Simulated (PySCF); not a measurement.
## Re³⁺ (rhenium, charge +3) across methods

[Xe] 4f14 5d4, high-spin 5D determinant. All numbers are calculated (PySCF 2.14, scalar relativity through the core potential, in aug-cc-pVDZ-PP with ECP60MDF).

| method | E (hartree) | mean ε 5p α (eV) | mean ε 5p β (eV) | mean ε 5d α (eV) | Σ⟨r²⟩ (bohr²) | ⟨S²⟩ |
| --- | --- | --- | --- | --- | --- | --- |
| revPBE | -76.6023 | -77.434 | -74.566 | -34.294 | 25.44 | 6.000 |
| PBE0 | -76.5327 | -80.881 | -76.874 | -35.992 | 25.39 | 6.001 |
| LDA | -76.3308 | -77.361 | -74.552 | -34.345 | 25.69 | 6.000 |
| B97-3 | -76.5479 | -81.032 | -77.149 | -35.858 | 25.31 | 6.000 |
| r2SCAN | -76.5763 | -79.025 | -75.228 | -34.679 | 25.31 | 6.001 |
| wB97X | -76.5479 | -83.084 | -79.484 | -38.141 | 25.22 | 6.001 |
| wB97X-V | -76.5081 | -83.230 | -79.647 | -38.207 | 25.35 | 6.001 |
| PBE | -76.5504 | -77.457 | -74.564 | -34.335 | 25.49 | 6.000 |
| UHF | -76.03595 | -90.257 | -82.472 | -40.210 | 25.32 | 6.002 |

Energies and moments cover only the electrons outside the core potential. Spin-orbit coupling, absent here, splits the open shell strongly.
